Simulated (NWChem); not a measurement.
System: BSiH$_{3}$OF$_{2}$; SMILES FB(O[SiH3])F

Excerpt of the output:

```
             Northwest Computational Chemistry Package (NWChem) 7.3.0
             --------------------------------------------------------

                             Geometry "geometry" -> ""
                             -------------------------

 Output coordinates in angstroms (scale by  1.889725989 to convert to a.u.)

  No.       Tag          Charge          X              Y              Z
 ---- ---------------- ---------- -------------- -------------- --------------
    1 B                    5.0000    -0.04575300     0.96956700    -0.04667200
    2 F                    9.0000    -0.66741800     2.08409100     0.28531200
    3 F                    9.0000     1.06267600     1.07390200    -0.76934300
    4 O                    8.0000    -0.52592000    -0.22053600     0.33795000
    5 Si                  14.0000     0.00529300    -1.79927800     0.09335000
    6 H                    1.0000     1.36345800    -1.96677300     0.68251800
    7 H                    1.0000     0.03812600    -2.09521900    -1.36648800
    8 H                    1.0000    -0.97189100    -2.68197200     0.78073500

 Effective nuclear repulsion energy (a.u.)     219.7388298992

  xc_inp: hfexch multiplicative factor not found.
                              NWChem Property Module
                              ----------------------

  itol2e modified to match energy
  convergence criterion.

                                 NWChem DFT Module
                                 -----------------

 Summary of "ao basis" -> "ao basis" (spherical)
 ------------------------------------------------------------------------------
       Tag                 Description            Shells   Functions and Types
 ---------------- ------------------------------  ------  ---------------------
 B                         def2-tzvp                11       31   5s3p2d1f
 F                         def2-tzvp                11       31   5s3p2d1f
 O                         def2-tzvp                11       31   5s3p2d1f
 Si                        def2-tzvp                13       37   5s5p2d1f
 H                         def2-tzvp                 4        6   3s1p

  itol2e modified to match energy
  convergence criterion.

[...]

          -----------------------
          Electric field gradient
          -----------------------

 1 a.u. = 0.324123 10**(16) esu/cm**3  ( or statvolts/cm**2 ) = 0.97174 10**(22) v/m**2

 ------------------------------------------------------------
   Atom      X         Y         Z
 ------------------------------------------------------------
    1 B   -0.08646   1.83222  -0.08820
 ------------------------------------------------------------

 Electric field gradient in molecular frame (a.u.)
         XX             YY             ZZ             XY             XZ             YZ
 ------------------------------------------------------------------------------------------
       -0.008933       0.207785      -0.198852       0.007613      -0.214156      -0.039136

 Principal components (a.u.) and orientation
 of principal axis w.r.t. absolute frame                      Asymmetry parameter eta
 --------------------------------------------------------------------------------------
       -0.339662       0.218028       0.121633                       0.283796

        0.541930       0.225706       0.809548
        0.052428       0.952307      -0.300605
        0.838786      -0.205350      -0.504251

 ------------------------------------------------------------
   Atom      X         Y         Z
 ------------------------------------------------------------
    2 F   -1.26124   3.93836   0.53916
 ------------------------------------------------------------

 Electric field gradient in molecular frame (a.u.)
         XX             YY             ZZ             XY             XZ             YZ
 ------------------------------------------------------------------------------------------
        0.319801      -0.710511       0.390710       1.030540      -0.073695      -0.602311

 Principal components (a.u.) and orientation
 of principal axis w.r.t. absolute frame                      Asymmetry parameter eta
 --------------------------------------------------------------------------------------
       -1.471860       1.166415       0.305445                       0.584953

       -0.474400       0.693727       0.541930
        0.842926       0.535468       0.052433
        0.253812      -0.481681       0.838787

 ------------------------------------------------------------
   Atom      X         Y         Z
 ------------------------------------------------------------
    3 F    2.00817   2.02938  -1.45385
 ------------------------------------------------------------

 Electric field gradient in molecular frame (a.u.)
         XX             YY             ZZ             XY             XZ             YZ
 ------------------------------------------------------------------------------------------
       -0.908820       1.109099      -0.200279      -0.174228       0.808933       0.063631

 Principal components (a.u.) and orientation
 of principal axis w.r.t. absolute frame                      Asymmetry parameter eta
 --------------------------------------------------------------------------------------
       -1.450413       1.124063       0.326349                       0.549991

        0.835839      -0.087627       0.541936
        0.070431       0.996137       0.052441
       -0.544438      -0.005663       0.838782

 ------------------------------------------------------------
   Atom      X         Y         Z
 ------------------------------------------------------------
    4 O   -0.99384  -0.41675   0.63863
 ------------------------------------------------------------

[...]
```

Level: Hartree-Fock/def2-TZVP. All runs use the structure optimised with PBE0/def2-SVP. NWChem prints the field gradient with the sign opposite to the second derivative of the potential.

Problem. Write an input that gives this output.

Solution. Several could match; the one computed here: the input that was run:
```
start job
memory heap 200 mb stack 900 mb global 1100 mb
geometry units angstroms noautosym nocenter noautoz
  B     -0.045753     0.969567    -0.046672
  F     -0.667418     2.084091     0.285312
  F      1.062676     1.073902    -0.769343
  O     -0.525920    -0.220536     0.337950
  Si     0.005293    -1.799278     0.093350
  H      1.363458    -1.966773     0.682518
  H      0.038126    -2.095219    -1.366488
  H     -0.971891    -2.681972     0.780735
end
basis spherical
  * library def2-tzvp
end
dft
  xc hfexch
  iterations 150
  semidirect filesize 400000000
end
property
  efieldgrad
end
task dft property
```
